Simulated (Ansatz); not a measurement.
A nudged elastic band was laid between two geometries of C$_{2}$H$_{9}$GaSi$_{2}$ (14 atoms, charge 0, multiplicity 1).

Computed with RKS revPBE-D4/def2-SVP in Ansatz.

```yaml
movable_images: 5
climbing_image: yes
spring: 5.0 eV/Å²
optimiser: quadratic models (default)
start_path: through a guess of the saddle point
force_threshold: 0.05 eV/Å
iteration_limit: 60
end_points: relaxed
```

Initial state:

```xyz
14
Properties=species:S:1:pos:R:3
C -1.086 1.402 0.855
C 0.362 1.357 0.340
Si 0.679 -0.017 -0.953
Si 0.222 -2.193 -0.160
Ga 0.760 -4.073 -1.894
H -1.226 2.200 1.614
H -1.378 0.439 1.325
H -1.804 1.596 0.032
H 1.073 1.190 1.179
H 0.649 2.327 -0.122
H 2.120 0.046 -1.409
H -1.235 -2.199 0.274
H 1.024 -2.345 1.123
H -0.174 0.240 -2.176
```

Final state:

```xyz
14
Properties=species:S:1:pos:R:3
C -0.434 1.328 1.393
C -0.197 1.428 -0.122
Si 0.796 -0.036 -0.849
Si -0.204 -2.147 -0.511
Ga 1.157 -4.111 -1.569
H -1.011 2.196 1.776
H 0.524 1.293 1.954
H -0.999 0.409 1.654
H 0.350 2.362 -0.377
H -1.165 1.476 -0.669
H 2.177 -0.054 -0.230
H -1.611 -2.044 -1.078
H -0.385 -2.309 0.990
H 0.992 0.180 -2.333
```

**Question.** Which bonds break or form, and what moves?

**Answer.** No bond is made or broken. The dihedral H9–C2–Si3–H14 goes from -175 to -56°. The two ends are copies of one structure, up to a mirror image or an exchange of like atoms.

**Question.** Give the energies along the band, and the barrier.

**Answer.** The forces met the threshold. The highest image is number 3 of 0 to 6, 1.7 kcal/mol above the ends, which have the same energy within 2 meV. A vibrational analysis at the climbing image gives one clearly imaginary mode, 95i cm⁻¹: a first-order saddle point.

```
image  path coordinate (Å)  energy (kcal/mol)  dihedral H9–C2–Si3–H14 (°)
    0                 0.00                0.0                        -175
    1                 0.94                0.3                        -158
    2                 1.87                1.2                        -137
    3                 2.81                1.7                        -114
    4                 3.83                1.1                         -89
    5                 4.85                0.2                         -68
    6                 5.87                0.0                         -56
```

**Question.** What is the geometry of the highest image?

**Answer.** 
```xyz
14
Properties=species:S:1:pos:R:3
C -0.814 1.195 1.179
C 0.238 1.501 0.100
Si 0.855 -0.016 -0.914
Si -0.131 -2.081 -0.338
Ga 0.608 -4.025 -1.916
H -1.114 2.114 1.725
H -0.432 0.470 1.927
H -1.731 0.751 0.740
H 1.134 1.973 0.557
H -0.160 2.241 -0.627
H 2.353 -0.162 -0.764
H -1.637 -1.879 -0.371
H 0.207 -2.340 1.121
H 0.614 0.227 -2.390
```

**Question.** What are the harmonic wavenumbers there?

**Answer.** 95i, 28, 39, 103, 212, 230, 247, 303, 360, 408, 550, 551, 614, 658, 748, 775, 872, 908, 949, 955, 1030, 1198, 1215, 1353, 1391, 1428, 1431, 2074, 2085, 2108, 2123, 2965, 2976, 3026, 3046, 3061 cm⁻¹.

The run took 5.1 min on 2 threads of Intel(R) Xeon(R) Platinum 8488C (Sapphire Rapids), on a shared host, peak memory 0.24 GiB.
